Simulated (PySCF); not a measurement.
GaO, SMILES [O]=[Ga], multiplicity 2. Geometry: PBE-D3(BJ)/def2-TZVPD.

All values below come from PBE-D3(BJ)/def2-TZVPD run with PySCF.

Harmonic wavenumbers (cm⁻¹): 755. Rotational constants (GHz): 13.26 (linear); symmetry number 1.

Work out the zero-point energy and the ideal-gas rigid-rotor harmonic-oscillator thermochemistry at 298.15 K and 1 atm.

ZPE = ½ Σ hcν = ½ × 755 cm⁻¹ = 4.52 kJ/mol. H − E(el) = 13.44 kJ/mol. Entropy in J/(mol K): translation 164.26, rotation 59.44, vibration 1.03, spin 5.76, total 230.50. G − E(el) = -55.29 kJ/mol. Cp = 32.14 J/(mol K).
